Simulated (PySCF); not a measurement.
Species: C2H7BO2Si.
SMILES with atom numbers: `[OH:1][B:2]1[CH2:3][O:4][CH2:5][SiH2:6]1` (hydrogens: H7 on O1; H8, H9 on C3; H10, H11 on C5; H12, H13 on Si6)

Method: PySCF 2.14.0, PBE0-D3(BJ)/def2-SVP geometry optimisation, gas phase; density fitting, grid level 1; the optimiser is geomeTRIC in internal coordinates, started from a GFN2-xTB structure with every atom displaced at random (about 0.01 Å).

Step 0: E = -14817.6663 eV
```
atom  x, y, z in Å  |  force x, y, z in eV/Å
O1      2.3669    0.8009   -0.0287   -1.291   1.586   0.001
B2      1.0857    0.3848   -0.0852    1.165  -0.881   0.003
C3      0.6311   -1.1593   -0.1184    0.904   0.244   0.756
O4     -0.6816   -1.2751   -0.4956   -1.740   0.150  -0.462
C5     -1.5425   -0.3034    0.1120    1.080  -0.371   0.540
Si6    -0.6154    1.3880   -0.0610   -1.099  -0.290  -0.060
H7      3.0705    0.1837   -0.0309    0.920  -1.309  -0.006
H8      1.2221   -1.7846   -0.8112    0.164   0.032   0.078
H9      0.7811   -1.5982    0.9172    0.174   0.201  -0.351
H10    -2.5029   -0.3659   -0.3759   -0.603  -0.034  -0.404
H11    -1.7116   -0.5696    1.1868    0.074   0.154  -0.229
H12    -0.9787    2.2480    1.0761    0.104   0.378   0.383
H13    -1.1135    2.0438   -1.2968    0.148   0.141  -0.250
```

Step 1: E = -14817.8121 eV
```
atom  x, y, z in Å  |  force x, y, z in eV/Å
O1      2.3403    0.8383    0.0366    0.446  -0.318   0.128
B2      1.0828    0.3738   -0.0480   -0.194   0.164  -0.149
C3      0.6429   -1.1473   -0.1482   -0.251  -0.184  -0.219
O4     -0.7254   -1.2407   -0.5361    0.393   0.005   0.107
C5     -1.5456   -0.3268    0.1686   -0.258   0.082  -0.253
Si6    -0.6835    1.3779   -0.0691    0.155  -0.119   0.087
H7      3.0162    0.1384    0.0843   -0.279   0.309  -0.075
H8      1.2336   -1.7097   -0.8979   -0.073   0.053   0.047
H9      0.8154   -1.6702    0.8180    0.001  -0.005   0.126
H10    -2.5530   -0.3955   -0.2798    0.125   0.005   0.109
H11    -1.6402   -0.6022    1.2379    0.015   0.011   0.079
H12    -0.9227    2.3825    1.0132   -0.050   0.000   0.009
H13    -1.0498    1.9746   -1.3910   -0.031  -0.002   0.004
```

Question: Estimate the geometry and energy of step 2. (The exact step hangs on the optimiser's Hessian estimate; all steps are aligned on step 1, rigid shifts and turns removed.)

Answer: E = -14817.8224 eV, largest force 0.216 eV/Å
```
atom  x, y, z in Å  |  force x, y, z in eV/Å
O1      2.3478    0.8309    0.0374    0.078  -0.046   0.020
B2      1.0832    0.3789   -0.0551    0.023   0.044  -0.016
C3      0.6441   -1.1471   -0.1428   -0.193  -0.048  -0.083
O4     -0.7157   -1.2422   -0.5361    0.116   0.000   0.042
C5     -1.5459   -0.3249    0.1561   -0.036   0.011  -0.045
Si6    -0.6806    1.3780   -0.0639    0.065  -0.052   0.034
H7      3.0152    0.1313    0.0549   -0.059   0.056  -0.016
H8      1.2349   -1.7164   -0.8827    0.002  -0.010   0.008
H9      0.8102   -1.6556    0.8365    0.012   0.041   0.024
H10    -2.5492   -0.3949   -0.2901    0.018  -0.016   0.014
H11    -1.6426   -0.5966    1.2285    0.006   0.014   0.017
H12    -0.9363    2.3706    1.0268   -0.023  -0.009  -0.003
H13    -1.0541    1.9810   -1.3812   -0.010   0.016   0.003
```

The energy changes by -0.0103 eV. The first-order estimate −F·Δx gives -0.0165 eV and the mean of the old and new forces, exact on a quadratic surface, -0.0104 eV. The step makes an angle of 74° with the force vector and moves no atom by more than 0.030 Å.

The cost below is that of the whole optimisation. Hardware: an Arm Neoverse V1 with one thread, shared host with 32 logical CPUs at a one-minute load of 33. Cost: 59 s wall, 0.52 GiB resident at most.
